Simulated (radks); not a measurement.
Coulomb parameter of the 4d shell of the rhodium ion Rh3+ in the model configuration [Kr] 4d5 5s1, as a second difference U = [E(n + 0.25) + E(n - 0.25) - 2 E(n)] / (0.25)^2 with all orbitals relaxed. "Bare": the charge of the atom changes with n. "Screened": the 5s shell takes up the change at fixed total charge, which measures U(4d,4d) + U(5s,5s) - 2 U(4d,5s). All-electron calculation, scalar-relativistic Kohn-Sham, PBEsol, spin-unpolarised, spherical densities, finite nucleus; Fermi nuclear charge, rms radius 4.4945 fm. Program: a radial shooting solver on a logarithmic mesh with Libxc functionals.

| case | configuration | E - E(n) (eV) |
|---|---|---|
| start | [Kr] 4d5 5s1 | 0.000 |
| bare +0.25 | [Kr] 4d5.25 5s1 | -10.426 |
| bare -0.25 | [Kr] 4d4.75 5s1 | 11.351 |
| screened +0.25 | [Kr] 4d5.25 5s0.75 | -2.926 |
| screened -0.25 | [Kr] 4d4.75 5s1.25 | 3.058 |

U(bare) = 14.807 eV, U(screened by 5s) = 2.108 eV, against the Slater integral F0(4d,4d) = 18.495 eV with frozen orbitals.
